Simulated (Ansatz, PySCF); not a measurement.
Molecule: BeH2 (charge -1, doublet). 
Geometry from a B3LYP-D3(BJ)/def2-TZVP (Ansatz, an electronic-structure program) optimisation:
```xyz
3

Be     0.1541     0.1429     0.0180
H      0.2162    -0.9645     0.8631
H     -0.8325     0.3931    -0.9351
```
Charge -1, spin multiplicity 2.

Total electronic energies in hartree. Correlated levels leave the core frozen unless marked. UHF or UKS for open shells. Spin-orbit coupling is left out. Non-relativistic. Basis-set limits of correlation are two-point, X^-3; Hartree-Fock from the larger set.

```
level                                        program  energy (Eh)
------------------------------------  --------------  -----------
HF/def2-QZVPPD                                Ansatz    -15.73944
HF-D4/def2-TZVPD                       PySCF + dftd4    -15.74794
PBE/def2-TZVPD                                Ansatz    -15.85011
TPSS-D4/def2-TZVPD                     PySCF + dftd4    -15.90947
PBE0/STO-3G                                   Ansatz    -15.51837
PBE0/def2-TZVP                                Ansatz    -15.85099
PBE0/def2-TZVPD                               Ansatz    -15.85895
TPSSh-D4/def2-TZVPD                    PySCF + dftd4    -15.90703
r2SCANh-D4/def2-TZVPD                 Ansatz + dftd4    -15.87817
M06-2X/def2-TZVPD                              PySCF    -15.87811
MN15/def2-TZVPD                                PySCF    -15.87857
HSE06/def2-TZVPD                              Ansatz    -15.85667
LC-wPBE/def2-TZVPD                            Ansatz    -15.87611
B2PLYP-D4/def2-TZVPD                  Ansatz + dftd4    -15.86399
B2PLYP/def2-TZVPD                             Ansatz    -15.86238
RPA@PBE/def2-TZVPP                            Ansatz    -15.88617
RI-MP2/def2-TZVPPD                            Ansatz    -15.80501
RI-MP2/def2-QZVPP                             Ansatz    -15.81088
RI-MP2/CBS(def2-TZVPPD,def2-QZVPPD)           Ansatz     -15.8156
SCS-MP2/def2-TZVPP                            Ansatz    -15.80545
CCSD/def2-QZVPP                               Ansatz    -15.82759
CCSD(T)/def2-SVP                              Ansatz    -15.77337
CCSD(T)/CBS(def2-TZVPPD,def2-QZVPPD)          Ansatz     -15.8333
```

Totals of different functionals don't rank their quality; only differences between species are comparable.
